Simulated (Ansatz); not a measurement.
The same path of BFH3N + H2O (9 atoms, charge 0, multiplicity 1) was run twice with different band settings. Lost on the way: O7–H9. Made: B1–O7, N2–H9.

These are results of RHF/def2-SVP (Ansatz 0.2.0), not measurements.

Relaxed end points:

```xyz
9
Properties=species:S:1:pos:R:3
B 0.093 -0.317 0.429
N 0.202 -0.731 1.751
H -0.590 -0.859 2.347
H 1.082 -0.918 2.183
H 1.042 -0.192 -0.284
F -1.126 -0.085 -0.072
O -0.442 2.735 0.434
H -1.000 2.203 -0.115
H -0.882 2.764 1.270
```

```xyz
9
Properties=species:S:1:pos:R:3
B -0.040 0.532 0.153
N 0.055 0.176 1.848
H -0.866 0.180 2.258
H 0.475 -0.725 2.010
H 1.121 0.444 -0.197
F -0.864 -0.483 -0.294
O -0.611 1.811 0.084
H -1.501 1.783 -0.227
H 0.608 0.881 2.307
```

Common settings: movable images 5; climbing image yes; spring 5.0 eV/Å²; optimiser quadratic models (default); start path through a guess of the saddle point; iteration limit 60; end points relaxed.

| run | force threshold |
| --- | --- |
| 1 | 0.03 eV/Å |
| 2 | 0.5 eV/Å |

**Question.** What does each run give, and how far can it be trusted?

**Answer.** Run 1: converged after 13 iterations, highest image 1.154 eV above the first end. Neighbouring images differ by up to 1.5 eV, so the band resolves the path poorly. A vibrational analysis at the climbing image gives one clearly imaginary mode, 1784i cm⁻¹: a first-order saddle point.
Run 2: converged after 8 iterations, highest image 1.164 eV above the first end. The threshold of 0.5 eV/Å is loose, so the images may lie well off the minimum-energy path. Neighbouring images differ by up to 1.5 eV, so the band resolves the path poorly. The order of the stationary point at the top wasn't checked.
The orbitals stay closed-shell, which can raise the energy where a bond breaks towards radicals; this wasn't checked here.
